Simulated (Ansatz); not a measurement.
CuI₂, that is [CuI2]- with one electron fewer, relaxed as a doublet with UKS r2SCAN-D4/def2-TZVPD in Ansatz, starting from the r2SCAN-D4/def2-TZVPD geometry of the charge -1 singlet. Force threshold 0.02 eV/Å.

In the def2 sets I takes a core potential; there is no spin–orbit coupling.

Start:

| atom | x (Å) | y (Å) | z (Å) |
| --- | --- | --- | --- |
| Cu1 | 0.000 | 0.000 | 0.000 |
| I2 | 0.307 | 2.347 | 0.557 |
| I3 | -0.307 | -2.347 | -0.557 |

(1) Estimate the energy that the relaxation releases and the steps that it takes.

(2) Does the start keep its bonding and symmetry?

(3) Predict the relaxed structure.

Answers

(1) 2.2 kJ/mol, in 3 steps; 9 s on 4 threads of Intel Xeon Platinum 8559C on a shared host. No frequencies were taken in this run, so the end may be a saddle point.

(2) By distances, no bond broke or formed. The bond that changes most is Cu1–I2, from 2.43 to 2.38 Å (atoms count from 1). Point group D∞h at the start, D∞h at the end, both within 0.05 Å.

(3) 
```
atom   x (Å)   y (Å)   z (Å)
 Cu1   0.000   0.000   0.000
  I2   0.301   2.301   0.546
  I3  -0.301  -2.301  -0.546
```
Bond lengths: 2 × Cu–I 2.38 Å.
